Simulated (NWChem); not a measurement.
System: C₄H₄F₂; SMILES FC1(F)C=CC1

NWChem input:

```
start job
memory heap 200 mb stack 900 mb global 1100 mb
geometry units angstroms noautoz
  F     -0.034487    -1.194832     1.093196
  C     -0.028293    -0.376923     0.000000
  F     -0.034487    -1.194832    -1.093196
  C     -1.048889     0.735381     0.000000
  C     -0.099870     1.681733     0.000000
  C      1.081990     0.716420     0.000000
  H     -2.133394     0.732090     0.000000
  H     -0.135704     2.766659     0.000000
  H      1.710332     0.718187    -0.896963
  H      1.710332     0.718187     0.896963
end
basis spherical
  * library def2-tzvp
end
dft
  xc hfexch
  iterations 150
  semidirect filesize 400000000
  mulliken
end
task dft energy
```

Excerpt of the output:

```
             Northwest Computational Chemistry Package (NWChem) 7.3.0
             --------------------------------------------------------

 CS  symmetry detected

                             Geometry "geometry" -> ""
                             -------------------------

 Output coordinates in angstroms (scale by  1.889725989 to convert to a.u.)

  No.       Tag          Charge          X              Y              Z
 ---- ---------------- ---------- -------------- -------------- --------------
    1 F                    9.0000    -0.03130964     1.19419528     1.09319600
    2 C                    6.0000    -0.02670268     0.37627580     0.00000000
    3 F                    9.0000    -0.03130964     1.19419528    -1.09319600
    4 C                    6.0000    -1.04945502    -0.73404579     0.00000000
    5 C                    6.0000    -0.10227406    -1.68223744     0.00000000
    6 C                    6.0000     1.08145676    -0.71921948     0.00000000
    7 H                    1.0000    -2.13395159    -0.72865047     0.00000000
    8 H                    1.0000    -0.14021313    -2.76709186     0.00000000
    9 H                    1.0000     1.70979415    -0.72220568    -0.89696300
   10 H                    1.0000     1.70979415    -0.72220568     0.89696300

 Effective nuclear repulsion energy (a.u.)     236.4925186724

      Symmetry information
      --------------------

 Group name             Cs
 Group number              2
 Group order               2
 No. of unique centers     8

  xc_inp: hfexch multiplicative factor not found.

                                 NWChem DFT Module
                                 -----------------

 Summary of "ao basis" -> "ao basis" (spherical)
 ------------------------------------------------------------------------------
       Tag                 Description            Shells   Functions and Types
 ---------------- ------------------------------  ------  ---------------------
 F                         def2-tzvp                11       31   5s3p2d1f
 C                         def2-tzvp                11       31   5s3p2d1f
 H                         def2-tzvp                 4        6   3s1p

      Symmetry analysis of basis
      --------------------------

        a'        131
        a"         79

            General Information
            -------------------
          SCF calculation type: DFT
          Wavefunction type:  closed shell.
          No. of atoms     :    10
          No. of electrons :    46
           Alpha electrons :    23
            Beta electrons :    23
          Charge           :     0
          Spin multiplicity:     1
          Use of symmetry is: on ; symmetry adaption is: on
          Maximum number of iterations: 150
          AO basis - number of functions:   210
                     number of shells:    82
          Convergence on energy requested:  1.00D-06
          Convergence on density requested:  1.00D-05
          Convergence on gradient requested:  5.00D-04

              XC Information
              --------------
                     Hartree-Fock (Exact) Exchange  1.000

      Superposition of Atomic Density Guess
      -------------------------------------

 Sum of atomic energies:        -351.52070634

      Non-variational initial energy
      ------------------------------

 Total energy =    -354.588435
 1-e energy   =    -952.257071
 2-e energy   =     361.176118
 HOMO         =      -0.318535
 LUMO         =      -0.005998

      Symmetry analysis of molecular orbitals - initial
      -------------------------------------------------

  Numbering of irreducible representations:

     1 a'          2 a"

  Orbital symmetries:

     1 a'          2 a"          3 a'          4 a'          5 a'
     6 a'          7 a'          8 a"          9 a'         10 a'
    11 a'         12 a'         13 a"         14 a'         15 a'
    16 a'         17 a"         18 a"         19 a"         20 a'
    21 a'         22 a'         23 a"         24 a"         25 a'
    26 a'         27 a'         28 a"         29 a'         30 a'
    31 a'         32 a"         33 a'

------------------------------------------------------------
EAF file 0: "./job.aoints.0" size=602931200 bytes
------------------------------------------------------------
               write      read    awrite     aread      wait
               -----      ----    ------     -----      ----
     calls:     1150         0         0         0         0
   data(b): 6.03e+08  0.00e+00  0.00e+00  0.00e+00
   time(s): 0.00e+00  0.00e+00  0.00e+00  0.00e+00  0.00e+00
rate(mb/s): 0.00e+00  0.00e+00
------------------------------------------------------------

     ---------------------------------------------
      Total Density - Mulliken Population Analysis
     ---------------------------------------------

    Atom       Charge   Shell Charges
 -----------   ------   -------------------------------------------------------
    1 F    9     9.39   0.77  1.20  0.61  1.00  0.31  2.33  2.32  0.84  0.00  0.01  0.00
    2 C    6     5.02   0.85  1.12  0.49  0.62 -0.06  0.82  0.87  0.08  0.04  0.16  0.02
    3 F    9     9.39   0.77  1.20  0.61  1.00  0.31  2.33  2.32  0.84  0.00  0.01  0.00
    4 C    6     6.35   0.86  1.12  0.58  0.61  0.17  1.22  1.33  0.40  0.02  0.03  0.01
    5 C    6     6.05   0.86  1.12  0.57  0.59  0.13  1.15  1.24  0.31  0.02  0.05  0.01
    6 C    6     6.41   0.86  1.12  0.55  0.69  0.07  1.23  1.38  0.43  0.02  0.05  0.01
    7 H    1     0.84   0.24  0.45  0.13  0.02
    8 H    1     0.84   0.24  0.45  0.13  0.02
    9 H    1     0.86   0.24  0.45  0.14  0.02
   10 H    1     0.86   0.24  0.45  0.14  0.02

   convergence    iter        energy       DeltaE   RMS-Dens  Diis-err
 ---------------- ----- ----------------- --------- --------- ---------
 d= 0,ls=0.0,diis     1   -352.6563842098 -5.89D+02  3.28D-03  8.89D-01
 d= 0,ls=0.0,diis     2   -352.7416094276 -8.52D-02  9.62D-04  2.72D-01
 d= 0,ls=0.0,diis     3   -352.7630575244 -2.14D-02  5.47D-04  1.04D-02
 d= 0,ls=0.0,diis     4   -352.7647324382 -1.67D-03  1.21D-04  6.49D-04
 d= 0,ls=0.0,diis     5   -352.7648342177 -1.02D-04  4.03D-05  4.23D-05
  Resetting Diis
 d= 0,ls=0.0,diis     6   -352.7648422917 -8.07D-06  1.19D-05  2.65D-06
 d= 0,ls=0.0,diis     7   -352.7648430633 -7.72D-07  2.82D-06  3.77D-07

         Total DFT energy =     -352.764843063320
      One electron energy =     -955.451586577559
           Coulomb energy =      408.546206375334
    Exchange-Corr. energy =      -42.351981533527
 Nuclear repulsion energy =      236.492518672432

 Numeric. integr. density =        0.000000000000

                  Occupations of the irreducible representations
                  ----------------------------------------------

                     irrep           alpha         beta
                     --------     --------     --------
                     a'               16.0         16.0
                     a"                7.0          7.0

                       DFT Final Molecular Orbital Analysis
                       ------------------------------------

 Vector   21  Occ=2.000000D+00  E=-5.125415D-01  Symmetry=a'
              MO Center=  2.5D-01, -8.6D-01,  1.9D-15, r^2= 2.6D+00
   Bfn.  Coefficient  Atom+Function         Bfn.  Coefficient  Atom+Function
  ----- ------------  ---------------      ----- ------------  ---------------
   162      0.233414   6 C  py              165      0.218280   6 C  py
   131     -0.176028   5 C  py              130     -0.173200   5 C  px
   133     -0.158088   5 C  px              134     -0.158201   5 C  py
   194      0.153725   8 H  s               129     -0.146652   5 C  s
    35      0.141845   2 C  s                38     -0.140652   2 C  py

 Vector   22  Occ=2.000000D+00  E=-4.811721D-01  Symmetry=a'
              MO Center=  4.0D-02, -5.0D-02,  3.2D-15, r^2= 2.4D+00
   Bfn.  Coefficient  Atom+Function         Bfn.  Coefficient  Atom+Function
  ----- ------------  ---------------      ----- ------------  ---------------
    37      0.261554   2 C  px               40      0.223055   2 C  px
   161     -0.184083   6 C  px                6     -0.172451   1 F  px
    68     -0.172451   3 F  px              164     -0.171979   6 C  px
   102     -0.156119   4 C  px               99     -0.153291   4 C  px
     9     -0.151508   1 F  px               71     -0.151508   3 F  px

 Vector   23  Occ=2.000000D+00  E=-3.938531D-01  Symmetry=a"
              MO Center= -3.9D-01, -1.1D+00,  1.5D-15, r^2= 2.0D+00
   Bfn.  Coefficient  Atom+Function         Bfn.  Coefficient  Atom+Function
  ----- ------------  ---------------      ----- ------------  ---------------
   101      0.270507   4 C  pz              104      0.270916   4 C  pz
   135      0.246675   5 C  pz              132      0.245071   5 C  pz
   107      0.158655   4 C  pz              138      0.158980   5 C  pz
   200      0.094384   9 H  s               206     -0.094384  10 H  s
   163     -0.089294   6 C  pz              166     -0.078293   6 C  pz

 Vector   24  Occ=0.000000D+00  E= 1.239648D-01  Symmetry=a"
              MO Center= -5.0D-01, -1.2D+00,  1.8D-14, r^2= 3.2D+00
   Bfn.  Coefficient  Atom+Function         Bfn.  Coefficient  Atom+Function
  ----- ------------  ---------------      ----- ------------  ---------------
   138      0.919507   5 C  pz              107     -0.788005   4 C  pz
   132      0.255734   5 C  pz              101     -0.233498   4 C  pz
   135      0.208015   5 C  pz              104     -0.201430   4 C  pz
   169     -0.145228   6 C  pz                5      0.138952   1 F  s
    67     -0.138952   3 F  s                42     -0.114588   2 C  pz

 Vector   25  Occ=0.000000D+00  E= 1.562723D-01  Symmetry=a'
              MO Center=  1.5D+00, -1.7D+00, -2.9D-15, r^2= 6.7D+00
   Bfn.  Coefficient  Atom+Function         Bfn.  Coefficient  Atom+Function
  ----- ------------  ---------------      ----- ------------  ---------------
   160     10.038638   6 C  s                36     -5.662857   2 C  s
   129     -4.108490   5 C  s                98      3.790549   4 C  s
   137     -3.036617   5 C  py              195     -2.405575   8 H  s
   201     -2.146070   9 H  s               207     -2.146070  10 H  s
   105      1.970136   4 C  px              167     -1.435615   6 C  px

 Vector   26  Occ=0.000000D+00  E= 1.701366D-01  Symmetry=a'
              MO Center=  2.5D-01, -2.0D+00,  7.7D-14, r^2= 7.8D+00
   Bfn.  Coefficient  Atom+Function         Bfn.  Coefficient  Atom+Function
  ----- ------------  ---------------      ----- ------------  ---------------
   160      3.347635   6 C  s               195      3.220381   8 H  s
    98     -2.484590   4 C  s               129     -2.171271   5 C  s
   137      1.859596   5 C  py              201     -1.416712   9 H  s
   207     -1.416712  10 H  s               105     -0.713702   4 C  px
   136     -0.661981   5 C  px              168     -0.608406   6 C  py

------------------------------------------------------------
EAF file 0: "./job.aoints.0" size=791150592 bytes
------------------------------------------------------------
               write      read    awrite     aread      wait
               -----      ----    ------     -----      ----
     calls:     1509         6         0      9048      9048
   data(b): 7.91e+08  3.15e+06  0.00e+00  4.74e+09
   time(s): 0.00e+00  0.00e+00  0.00e+00  0.00e+00  0.00e+00
rate(mb/s): 0.00e+00  0.00e+00
------------------------------------------------------------

     ---------------------------------------------
      Total Density - Mulliken Population Analysis
     ---------------------------------------------

    Atom       Charge   Shell Charges
 -----------   ------   -------------------------------------------------------
    1 F    9     9.28   0.77  1.20  0.60  1.01  0.34  2.24  2.27  0.84  0.00  0.01  0.00
    2 C    6     5.33   0.85  1.12  0.49  0.60 -0.19  1.09  1.04  0.03  0.06  0.21  0.03
    3 F    9     9.28   0.77  1.20  0.60  1.01  0.34  2.24  2.27  0.84  0.00  0.01  0.00
    4 C    6     6.30   0.86  1.12  0.49  0.60  0.18  1.23  1.33  0.39  0.02  0.05  0.01
    5 C    6     6.12   0.86  1.12  0.50  0.58  0.13  1.21  1.29  0.33  0.02  0.07  0.01
    6 C    6     6.20   0.85  1.12  0.46  0.72 -0.01  1.23  1.37  0.34  0.02  0.07  0.01
    7 H    1     0.85   0.26  0.49  0.08  0.02
    8 H    1     0.86   0.26  0.49  0.08  0.02
    9 H    1     0.89   0.26  0.50  0.11  0.02
   10 H    1     0.89   0.26  0.50  0.11  0.02

     -------------------------------------------
      Total Density - Lowdin Population Analysis
     -------------------------------------------

    Atom       Charge   Shell Charges
 -----------   ------   -------------------------------------------------------
    1 F    9     8.90   0.86  1.10  0.59  0.70  0.36  2.12  2.21  0.93  0.00  0.03  0.00
    2 C    6     6.38   0.91  1.03  0.34  0.28  0.14  0.96  1.11  0.44  0.08  0.88  0.19
    3 F    9     8.90   0.86  1.10  0.59  0.70  0.36  2.12  2.21  0.93  0.00  0.03  0.00
    4 C    6     6.09   0.91  1.04  0.34  0.33  0.17  1.07  1.30  0.54  0.03  0.32  0.04
    5 C    6     6.09   0.91  1.04  0.35  0.33  0.17  1.05  1.27  0.54  0.03  0.36  0.05
    6 C    6     6.15   0.91  1.04  0.34  0.33  0.16  1.08  1.36  0.53  0.03  0.33  0.04
    7 H    1     0.87   0.25  0.40  0.16  0.06
    8 H    1     0.87   0.25  0.40  0.16  0.06
    9 H    1     0.87   0.26  0.40  0.16  0.06
   10 H    1     0.87   0.26  0.40  0.16  0.06

     Multipole analysis of the density
     ---------------------------------

     L   x y z        total         alpha         beta         nuclear
     -   - - -        -----         -----         ----         -------
     0   0 0 0      0.000000    -23.000000    -23.000000     46.000000

     1   1 0 0      0.065232      0.032616      0.032616     -0.000000
     1   0 1 0     -1.159488     -0.579744     -0.579744      0.000000
     1   0 0 1     -0.000000     -0.000000     -0.000000      0.000000

     2   2 0 0    -22.381112    -54.276004    -54.276004     86.170896
     2   1 1 0     -0.250739      0.361198      0.361198     -0.973135
     2   1 0 1     -0.000000     -0.000000     -0.000000      0.000000
     2   0 2 0    -24.939418   -117.934613   -117.934613    210.929808
     2   0 1 1      0.000000      0.000000      0.000000      0.000000
     2   0 0 2    -27.541412    -55.053067    -55.053067     82.564722
```

Level: Hartree-Fock/def2-TZVP. Structure relaxed at the B3LYP/6-31G* (spherical d) level.
